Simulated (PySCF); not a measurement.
A GIAO shielding run with PySCF 2.14.0 with density-fitted response routines (density fitting, non-relativistic, gas phase) on SMILES C1CC(=O)[C@H](CF)CS1, C$_{6}$H$_{9}$FOS:

```
$ OMP_NUM_THREADS=1 python probes_run.py task.json out

{"job": {"kind": "nmr", "xc": "PBE0", "basis": "pcSseg-1"}, "charge": 0, "multiplicity": 1}
O     -0.138275    -0.803994    -2.013438
C      0.193934    -0.659451    -0.864744
C      1.637078    -0.715726    -0.417418
C      2.076932     0.626910     0.165159
S      1.125637     1.026225     1.660336
C     -0.505751     1.004036     0.870550
C     -0.803478    -0.363650     0.243600
C     -2.226790    -0.395572    -0.311458
F     -3.133240    -0.226052     0.703331
H      2.261450    -0.964852    -1.278364
H      1.751971    -1.490448     0.343322
H      1.936933     1.432180    -0.557418
H      3.122706     0.593816     0.466182
H     -1.232645     1.224710     1.651593
H     -0.536412     1.792577     0.116424
H     -0.706623    -1.126319     1.024220
H     -2.390678     0.411244    -1.032015
H     -2.441508    -1.359316    -0.781520
```

Hardware: 1 thread of an Arm Neoverse N1, shared host. The job also computes population analyses, field gradients, ring-centre shieldings.

**Question.** How large is the calculation?

**Answer.** 78 electrons, 205 basis functions and 1083 auxiliary functions.

**Question.** How long does it take, and how much memory does it need?

**Answer.** 64 s of wall time, with 14 SCF cycles and 5 response iterations; peak memory 0.93 GiB. Times on a shared host scatter by some tens of per cent.
